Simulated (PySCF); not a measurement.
## Atomic charges by several schemes

C7H10NP.
Z-matrix (Å and degrees, PBE0-D3(BJ)/def2-SVP geometry), rows numbered from 1:
```
C 
C   1  1.3399
C   2  1.4580  1  125.55
C   3  1.3838  2  127.80  1   -16.31
P   4  1.7591  3  113.13  2   179.80
C   5  1.7274  4   88.06  3     0.04
N   6  1.3572  5  114.10  4     0.45
C   7  1.4552  3  124.44  2    -4.76
C   8  1.5185  7  112.90  3   -77.25
H   1  1.0932  2  121.91  3    -2.23
H   1  1.0918  2  120.82  3   177.82
H   2  1.0948  1  117.68  3  -179.18
H   4  1.0903  3  122.09  2    -1.86
H   6  1.0908  5  128.00  4  -179.79
H   8  1.0992  7  106.84  3   160.78
H   8  1.1002  7  108.89  3    46.53
H   9  1.1002  8  110.38  7  -178.29
H   9  1.1000  8  110.63  7   -58.36
H   9  1.1000  8  111.18  7    61.58
```

Density: PBE0/pcSseg-1 (PySCF); schemes: Mulliken, IAO, Hirshfeld and ESP-fitted. Geometry: PBE0-D3(BJ)/def2-SVP, one conformer, isolated molecule.

Task: Give the atomic charges in each scheme.

Result: In e; atoms taken as equivalent share a row and are averaged (×n: the atom named and its like, n in all):

```tsv
atom	environment	Mulliken	IAO	Hirshfeld	ESP-fitted
C1	terminal =CH2 carbon	-0.127	-0.306	-0.098	-0.414
C2	alkene CH carbon	-0.211	-0.152	-0.052	-0.235
C3	substituted aromatic carbon	+0.310	+0.050	+0.022	+0.143
C4	aromatic CH carbon	-0.457	-0.416	-0.146	-0.189
P5	phosphorus bonded to 2 C	+0.347	+0.262	+0.001	-0.148
C6	aromatic CH next to a ring nitrogen	-0.160	-0.327	-0.083	-0.211
N7	pyrrole-type nitrogen	-0.629	-0.044	+0.006	-0.131
C8	sp3 carbon bound to nitrogen	-0.056	-0.145	-0.004	+0.255
C9	methyl carbon	-0.276	-0.418	-0.115	-0.317
H10	vinylic hydrogen	+0.127	+0.147	+0.048	+0.184
H11	vinylic hydrogen	+0.122	+0.153	+0.049	+0.185
H12	vinylic hydrogen	+0.117	+0.140	+0.043	+0.195
H13	aromatic hydrogen	+0.115	+0.158	+0.043	+0.175
H14	aromatic hydrogen	+0.119	+0.158	+0.048	+0.203
H15/H16	methylene hydrogen	+0.135	+0.148	+0.051	+0.010
H17/H18/H19	methyl hydrogen	+0.130	+0.148	+0.045	+0.095
```

Mean size of the charges over all atoms: Mulliken 0.202 e, IAO 0.190 e, ESP-fitted 0.173 e, Hirshfeld 0.052 e. Each set sums to the total charge, 0, to within 0.001 e. The IAO scheme projects the occupied orbitals on a minimal set of polarised atomic orbitals and counts the electrons in each atom's part of it.

Some averages cover members that differ in this geometry: H17/H18/H19, ESP-fitted +0.076 to +0.106 e.

Lowest charge. The schemes don't all agree: Mulliken N7 (-0.629); IAO C9 (-0.418); Hirshfeld C4 (-0.146); ESP-fitted C1 (-0.414).

Highest charge. The schemes don't all agree: Mulliken P5 (+0.347); IAO P5 (+0.262); Hirshfeld H15/H16 (+0.051); ESP-fitted C8 (+0.255).

Task: How closely do the schemes follow one another over all atoms?

Result: Correlation coefficient and root-mean-square difference: IAO with Hirshfeld 0.94, 0.158 e; Hirshfeld with ESP-fitted 0.81, 0.150 e; Mulliken with IAO 0.75, 0.165 e; IAO with ESP-fitted 0.70, 0.161 e; Mulliken with Hirshfeld 0.67, 0.208 e; Mulliken with ESP-fitted 0.57, 0.210 e.

Task: Sum the charges by element, for elements with more than one atom.

Result: 
```json
{"element": "C", "atoms": "7", "Mulliken": "-0.978", "IAO": "-1.714", "Hirshfeld": "-0.475", "ESP-fitted": "-0.968"}
{"element": "H", "atoms": "10", "Mulliken": "+1.259", "IAO": "+1.496", "Hirshfeld": "+0.468", "ESP-fitted": "+1.248"}
```

The run behind these numbers computed NMR shieldings as well. On one thread, Arm Neoverse N1 (aarch64) (shared host), this took 63 s and 0.90 GiB of memory at its peak.
